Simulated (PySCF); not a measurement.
H₂S₂, charge +1, doublet, geometry from GFN2-xTB (a state made from the parent by changing its charge; the spin is typed, not shown lowest). Base run: PySCF with PBE0/6-31G.

PySCF was given this input:
```python
from pyscf import gto, scf, dft

mol = gto.Mole()
mol.atom = '''
    S    -0.809559   -0.037650    0.594607
    S     0.809559    0.037650   -0.594607
    H    -1.718631   -0.081268   -0.405146
    H     1.718631    0.081268    0.405146
'''
mol.basis = '6-31g'
mol.charge = 1
mol.spin = 1
mol.verbose = 4
mol.build()

mf = dft.UKS(mol)
mf.xc = 'pbe0'
mf.kernel()
mf.analyze()
```

Each row names what was changed in the base input (with any setting that the change needs).

```tsv
change	ΔE vs base (mEh)	fitting functions
base	0.000	-
auxbasis = even-tempered beta=1.6	-1.171	386
exchange = seminumerical (SGX) (with mf = sgx.sgx_fit(mf, auxbasis='def2-universal-jfit'); with mf.with_df.dfj = True)	-0.114	124
auxbasis = autoaux	-1.236	252
auxbasis = def2-universal-jfit	1166.3	124
auxbasis = default (with mf = mf.density_fit())	0.009	270
auxbasis = cc-pvqz-jkfit	-0.004	398
auxbasis = even-tempered beta=3.0	-4.262	174
auxbasis = def2-svp-ri	-829.2	152
auxbasis = cc-pvtz-jkfit	-0.002	302
```

A fitting set is made for a task (jfit for Coulomb, jkfit for Coulomb and exchange, ri for correlation) and for a family of orbital bases.

Open shells are given as the SCF converged; they aren't shown to be the lowest states, and a large step between rows can be another state.
